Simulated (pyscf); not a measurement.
This saddle point was located with ωB97X-D3(BJ)/def2-SVP in PySCF.

```xyz
8

Ga     2.7128    -0.1207    -0.6190
H      3.6291     1.0123     0.0058
O      0.8706    -0.1241     0.1738
Si    -0.3023    -0.1456     1.3617
H      1.3269    -1.0044    -0.7556
H     -1.6492     0.1061     0.7724
H     -0.0070     0.9113     2.3747
H     -0.3283    -1.4721     2.0478
```

Surface: singlet, charge 0. Lowest wavenumbers (cm⁻¹): 1579i, 30, 78, 123, 328.

Problem. What reaction is this the transition state of?

Solution. `[GaH]` [singlet] + `[OH][SiH3]` <-> `[SiH3][O][GaH2]`, an insertion read from left to right: H–O broken and Ga–O, Ga–H formed. At CCSD(T)/def2-TZVPP + ΔMP2(QZVPP) it lies +23.9 kcal/mol from the left side and +61.6 kcal/mol from the right (each side as separated species at their lowest minima found). On the reactant side the descent ends in an adduct with a Ga–O contact, 11.5 kcal/mol under the separated species and 35.0 kcal/mol under the saddle at ωB97X-D3(BJ)/def2-TZVP. What is counted as formed (Ga–O) is already present as a longer contact in the reactant adduct; forming that adduct is a step of its own. One saddle was located; it need not be the lowest between these sides. The CCSD(T) − MP2 part came from Ansatz, without density fitting, on the same reference. The frozen core leaves the outer d or s,p core shells of the metals and heavy elements correlated in the MP2 and CC values, and def2-TZVPP describes them poorly, which can shift differences by a few kcal/mol. Elements up to Kr have no core potential and no relativistic terms here.
